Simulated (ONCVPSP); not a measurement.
## What one change does to a pseudopotential (osmium (Os), ONCV)

ONCVPSP 4.0.1 input, shortened (lines: element, Z, core and valence counts, functional; n l f; lmax; l rc ep ncon nbas qcut; lloc lpopt rc5 dvloc0; l nproj debl; icmod fcfact rcfact), PBE, fully relativistic:

```
  Os 76.00   10    5        4      upf
    1    0    2.00
    2    0    2.00
    2    1    6.00
    3    0    2.00
    3    1    6.00
    3    2   10.00
    4    0    2.00
    4    1    6.00
    4    2   10.00
    4    3   14.00
    5    0    2.00
    5    1    6.00
    5    2    6.00
    6    0    1.50
    6    1    0.50
    2
    0    1.40    0.00    3    6    6.60
    1    1.50    0.00    4    7   10.40
    2    2.05    0.00    3    8    7.90
    4    5    1.25    0.00
    0    2    1.30
    1    2    2.50
    2    2    1.20
    3    2.25    1.40
```

Open shells are filled in proportion to 2j + 1.

All-electron outer shells of the reference configuration (PBE, scalar-relativistic, ld1.x):

```json
{"shell": "4d", "level (eV)": "-273.79", "outermost node (bohr)": "0.21", "outermost maximum (bohr)": "0.44"}
{"shell": "5s", "level (eV)": "-92.49", "outermost node (bohr)": "0.51", "outermost maximum (bohr)": "0.91"}
{"shell": "4f", "level (eV)": "-52.91", "outermost node (bohr)": "–", "outermost maximum (bohr)": "0.40"}
{"shell": "5p", "level (eV)": "-51.78", "outermost node (bohr)": "0.55", "outermost maximum (bohr)": "1.03"}
{"shell": "5d", "level (eV)": "-7.13", "outermost node (bohr)": "0.60", "outermost maximum (bohr)": "1.36"}
{"shell": "6s", "level (eV)": "-6.79", "outermost node (bohr)": "1.20", "outermost maximum (bohr)": "2.45"}
{"shell": "6p", "level (eV)": "-1.73", "outermost node (bohr)": "1.43", "outermost maximum (bohr)": "3.47"}
```

Change: s: qcut 8.3.

Cutoffs: the cutoffs (Ha) at which the residual kinetic energy of the hardest occupied pseudo-wave falls to 1 and 0.1 mHa per electron; they do not see the model core or the augmentation charge, which bear on the density cutoff. Errors are all-electron minus pseudo energies relative to the spin-unpolarised reference configuration.

**Question.** How do hardness, ghosts and transferability respond?

**Answer.** The potential gets softer (33 Ha and 51 Ha → 33 Ha and 40 Ha); of the 4 tests that both files solve, the error grows in 1 and shrinks in 0 by more than 15 % and 0.3 meV (median size 0.1 → 0.2 meV); the range in which the s phases agree widens (upper end 3.3 → at the end of the scan); neither file shows a bound ghost.

```tsv
quantity	base	changed
cutoff, loose	33 Ha	33 Ha
cutoff, tight	51 Ha	40 Ha
loose cutoff by channel	s 20 Ha, p 33 Ha, d 18 Ha	s 27 Ha, p 33 Ha, d 18 Ha
bound ghosts	none	none
GHOST(+) flags under 300 eV	s at 199.8 eV	s at 233.4 eV
error for 5s2 5p6 5d6 6s2 6p0, meV [ΔE -2.46 eV]	-0.2	-0.1
error for 5s2 5p6 5d6 6s1 6p0, meV [ΔE 7.13 eV]	+0.1	+0.3
error for 5s2 5p6 5d6 6s0 6p0, meV [ΔE 24.05 eV]	-1.0	+1.3
error for 5s2 5p6 5d6 6s1.5 6p0, meV [ΔE 1.46 eV]	0.0	0.0
s: phases at 1.42 bohr within 0.05 rad from the reference energy up to (Ha; the scan ends near 5)	3.3	to the end of the scan
p3/2: phases at 1.52 bohr within 0.05 rad from the reference energy up to (Ha; the scan ends near 5)	to the end of the scan	to the end of the scan
p1/2: phases at 1.52 bohr within 0.05 rad from the reference energy up to (Ha; the scan ends near 5)	to the end of the scan	to the end of the scan
d5/2: phases at 2.08 bohr within 0.05 rad from the reference energy up to (Ha; the scan ends near 5)	to the end of the scan	to the end of the scan
d3/2: phases at 2.08 bohr within 0.05 rad from the reference energy up to (Ha; the scan ends near 5)	to the end of the scan	to the end of the scan
rms error of d²Exc/dni dnj with the model core, mHa	3.91	4.11
```
